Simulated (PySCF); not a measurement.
# Rubidium: a sound run and one with changed settings

Sound run: Rb [Kr] 5s1, Rb+ [Kr]. Computed with PySCF 2.14 in def2-TZVP with the def2 core potential (28 electrons), with a scalar-relativistic core potential. The sound run starts from symmetry-adapted Hartree-Fock orbitals and uses a fine grid where one is needed.

A second run was set up differently.

| species | method | sound run (hartree) | changed run (hartree) | converged |
| --- | --- | --- | --- | --- |
| Rb | UHF | -23.80256 | -23.79222 | no |
| Rb | PBE0 | -24.08179 | -24.04015 | no |
| Rb | BP86 | -24.12218 | -23.98064 | no |
| Rb+ | UHF | -23.66274 | -23.66272 | no |
| Rb+ | PBE0 | -23.92729 | -23.91951 | no |
| Rb+ | BP86 | -23.96297 | -23.93334 | no |

(1) What was changed?
A. too few SCF iterations
B. all electrons correlated in a valence basis
C. minimal basis
D. radial grid too coarse

## Answers

(1) A. It used initial guess 1e, at most 2 SCF cycles. The SCF was stopped early; the energies are upper bounds that still move, and correlated levels were skipped or rest on poor orbitals.
